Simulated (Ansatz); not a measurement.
Ansatz (a program for electronic structure) input file for C₄H₃Br, SMILES C#C/C=C\Br, PBE-D3(BJ)/def2-SVP. 

Ansatz 0.2 input:
```yaml
crystal:
  periodic: [false, false, false]
  atoms:
    - {symbol: C, position_ang: [-1.00521014, 2.78877939, 0.00000000]}
    - {symbol: C, position_ang: [-0.01719436, 2.08291758, 0.00000000]}
    - {symbol: C, position_ang: [1.15852618, 1.28739823, 0.00000000]}
    - {symbol: C, position_ang: [1.21261322, -0.05630411, 0.00000000]}
    - {symbol: Br, position_ang: [-0.29959308, -1.17823324, 0.00000000]}
    - {symbol: H, position_ang: [-1.88547175, 3.40339705, 0.00000000]}
    - {symbol: H, position_ang: [2.11952106, 1.81613869, 0.00000000]}
    - {symbol: H, position_ang: [2.15929924, -0.59811893, 0.00000000]}
basis:
  gaussian:
    orbitals: def2-SVP
hamiltonian:
  xc: pbe
  dispersion: d3bj
relax: {f_tol: 0.002, max_steps: 200}
```

It prints:

```
WARN ansatz: RAYON_NUM_THREADS=1 ignored (pool sized by the plan → 1); use --threads N
Functional definition: PBE
integrals: 0.05 GiB planned
1151 factors; their error is unknown
mean field: 0.27 GiB planned
mean field evaluation 1: about -74200.8738 eV, gradient 6.5e1 eV
mean field evaluation 2: about -74180.6652 eV, gradient 1.0e2 eV
mean field evaluation 4: about -74211.4235 eV, gradient 2.6e1 eV
mean field evaluation 8: about -74213.0942 eV, gradient 1.6e-1 eV
mean field evaluation 16: about -74213.0131 eV, gradient 6.2e-4 eV
mean field -74213.01313260 eV, -2727.2779292362 hartree, gradient 3.0e-5 eV, S^2 0.000000; 0 other end points of the search recorded, 0 dependent functions left out
the calculation of the forces begins
reference -74213.01316416 eV, -2727.2779303959 hartree; 31, 31 occupied and 72, 72 virtual orbitals, 1151 factors
relax step   1: F+E_penalty+E_count = -74213.20062248 eV  Δ(F+E_penalty+E_count) = +0.000e0 eV  max|allowed force component| = 1.030e0 eV/Å  Δτ_max = 0.0000 Å  (31 SCF iters, accepted)
these checks for a lower state are left out or cut short: starts, cluster_reference, orbital_swaps, neighbouring_geometries, increment
integrals: 0.05 GiB planned
1151 factors; their error is unknown
mean field: 0.26 GiB planned
mean field -74213.02797365 eV, -2727.2784746346 hartree, gradient 2.0e-5 eV, S^2 0.000000; 0 other end points of the search recorded, 0 dependent functions left out
the calculation of the forces begins
reference -74213.02800533 eV, -2727.2784757987 hartree; 31, 31 occupied and 72, 72 virtual orbitals, 1151 factors
relax step   2: F+E_penalty+E_count = -74213.21479108 eV  Δ(F+E_penalty+E_count) = -1.417e-2 eV  max|allowed force component| = 1.784e-1 eV/Å  Δτ_max = 0.0178 Å  (34 SCF iters, accepted)
these checks for a lower state are left out or cut short: starts, cluster_reference, orbital_swaps, neighbouring_geometries, increment
integrals: 0.05 GiB planned
1151 factors; their error is unknown
mean field: 0.26 GiB planned
mean field evaluation 32: about -74213.0287 eV, gradient 5.2e-5 eV
mean field -74213.02868886 eV, -2727.2785009179 hartree, gradient 2.0e-5 eV, S^2 0.000000; 0 other end points of the search recorded, 0 dependent functions left out
the calculation of the forces begins
reference -74213.02872055 eV, -2727.2785020826 hartree; 31, 31 occupied and 72, 72 virtual orbitals, 1151 factors
relax step   3: F+E_penalty+E_count = -74213.21543216 eV  Δ(F+E_penalty+E_count) = -6.411e-4 eV  max|allowed force component| = 4.620e-2 eV/Å  Δτ_max = 0.0030 Å  (35 SCF iters, accepted)
these checks for a lower state are left out or cut short: starts, cluster_reference, orbital_swaps, neighbouring_geometries, increment
integrals: 0.05 GiB planned
1151 factors; their error is unknown
mean field: 0.26 GiB planned
mean field -74213.02872037 eV, -2727.2785020759 hartree, gradient 2.4e-5 eV, S^2 0.000000; 0 other end points of the search recorded, 0 dependent functions left out
the calculation of the forces begins
reference -74213.02875206 eV, -2727.2785032405 hartree; 31, 31 occupied and 72, 72 virtual orbitals, 1151 factors
relax step   4: F+E_penalty+E_count = -74213.21547511 eV  Δ(F+E_penalty+E_count) = -4.295e-5 eV  max|allowed force component| = 1.096e-2 eV/Å  Δτ_max = 0.0010 Å  (24 SCF iters, accepted)
these checks for a lower state are left out or cut short: starts, cluster_reference, orbital_swaps, neighbouring_geometries, increment
integrals: 0.05 GiB planned
1151 factors; their error is unknown
mean field: 0.26 GiB planned
mean field -74213.02873852 eV, -2727.2785027429 hartree, gradient 1.6e-5 eV, S^2 0.000000; 0 other end points of the search recorded, 0 dependent functions left out
the calculation of the forces begins
reference -74213.02877020 eV, -2727.2785039073 hartree; 31, 31 occupied and 72, 72 virtual orbitals, 1151 factors
relax step   5: F+E_penalty+E_count = -74213.21548445 eV  Δ(F+E_penalty+E_count) = -9.337e-6 eV  max|allowed force component| = 4.216e-3 eV/Å  Δτ_max = 0.0010 Å  (24 SCF iters, accepted)
these checks for a lower state are left out or cut short: starts, cluster_reference, orbital_swaps, neighbouring_geometries, increment
integrals: 0.05 GiB planned
1151 factors; their error is unknown
mean field: 0.26 GiB planned
mean field -74213.02876332 eV, -2727.2785036542 hartree, gradient 5.7e-5 eV, S^2 0.000000; 0 other end points of the search recorded, 0 dependent functions left out
the calculation of the forces begins
reference -74213.02879500 eV, -2727.2785048188 hartree; 31, 31 occupied and 72, 72 virtual orbitals, 1151 factors
relax step   6: F+E_penalty+E_count = -74213.21548689 eV  Δ(F+E_penalty+E_count) = -2.442e-6 eV  max|allowed force component| = 2.577e-3 eV/Å  Δτ_max = 0.0011 Å  (21 SCF iters, accepted)
these checks for a lower state are left out or cut short: starts, cluster_reference, orbital_swaps, neighbouring_geometries, increment
integrals: 0.05 GiB planned
1151 factors; their error is unknown
mean field: 0.26 GiB planned
mean field -74213.02877683 eV, -2727.2785041508 hartree, gradient 3.0e-5 eV, S^2 0.000000; 0 other end points of the search recorded, 0 dependent functions left out
the calculation of the forces begins
reference -74213.02880852 eV, -2727.2785053154 hartree; 31, 31 occupied and 72, 72 virtual orbitals, 1151 factors
relax step   7: F+E_penalty+E_count = -74213.21548756 eV  Δ(F+E_penalty+E_count) = -6.716e-7 eV  max|allowed force component| = 7.810e-4 eV/Å  Δτ_max = 0.0006 Å  (21 SCF iters, accepted)
integrals: 0.05 GiB planned
1151 factors; their error is unknown
mean field: 0.26 GiB planned
mean field evaluation 64: about -74180.2857 eV, gradient 1.0e2 eV
mean field -74213.02877683 eV, -2727.2785041508 hartree, gradient 3.0e-5 eV, S^2 0.000000; 1 other end points of the search recorded, 0 dependent functions left out
the calculation of the forces begins
reference -74213.02880852 eV, -2727.2785053154 hartree; 31, 31 occupied and 72, 72 virtual orbitals, 1151 factors
Total energy: -74213.21551925 eV, -2727.2853668083 hartree
Atom 0 at    -1.013070     2.799971    -0.000000 Å, force     0.000402     0.000781     0.000000 eV/Å
Atom 1 at    -0.017625     2.083112     0.000000 Å, force    -0.000111    -0.000458     0.000000 eV/Å
Atom 2 at     1.155184     1.288642     0.000000 Å, force    -0.000257    -0.000477    -0.000000 eV/Å
Atom 3 at     1.213851    -0.066611     0.000000 Å, force    -0.000067    -0.000494    -0.000000 eV/Å
Atom 4 at    -0.293535    -1.188983     0.000000 Å, force     0.000464     0.000698     0.000000 eV/Å
Atom 5 at    -1.897822     3.420906    -0.000000 Å, force    -0.000355    -0.000266    -0.000000 eV/Å
Atom 6 at     2.125560     1.817992    -0.000000 Å, force    -0.000016     0.000538     0.000000 eV/Å
Atom 7 at     2.169946    -0.609054    -0.000000 Å, force    -0.000060    -0.000322     0.000000 eV/Å
Dipole moment:     0.155020     0.092974     0.000000 e Å
```

The calculation finished and met its thresholds.

Cost: roughly 25 core-seconds.
